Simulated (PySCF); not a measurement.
W(F)6, F6W, SMILES [F][W]([F])([F])([F])([F])[F], singlet, PBE0/def2-SVP optimised geometry. Atoms within 1.6 Å of the plane z = 0.6 Å (x, y, z in Å): W1 (0.00, 0.00, 0.00), F2 (1.84, 0.00, 0.00), F3 (-1.84, 0.00, 0.00), F4 (0.00, -1.38, 1.21), F5 (0.00, 1.21, 1.38).

Computed with PBE0/def2-TZVP, def2 effective core potentials past Kr (PySCF 2.14.0). The core electrons that the potentials of W replace are not part of the density.

Map of the deformation density (molecule minus spherical neutral atoms) (e/bohr³) on the plane z = 0.6 Å:

```
|*****************************|
|*****************************|
|*****************************|
|*****************************|
|*****************************|
|*****************************|
|*****************************|
|*****************************|
|*********+++*****+++*********|
|*********+++**#**+++*********|
|*********+++*#%#*+++*********|
|**********+++***+++**********|
|***********=-:::-=***********|
|********##*=. . .=*##********|
|********##*-  .  -*##********|
|********##*-  .  -*##********|
|***********=-:::-=***********|
|**********+++*#*+++**********|
|*********++*#@@@#*++*********|
|*********++**%%%**++*********|
|**********+***#***+**********|
|*****************************|
|*****************************|
|*****************************|
|*****************************|
|*****************************|
|*****************************|
|*****************************|
|*****************************|
```
Scale: ten equal steps from -0.055 (start of ' ') to 0.035 (end of '@'), in the order ' .:-=+*#%@'; x runs from -4.00 to 4.00, y from -4.00 (bottom) to 4.00 (top).
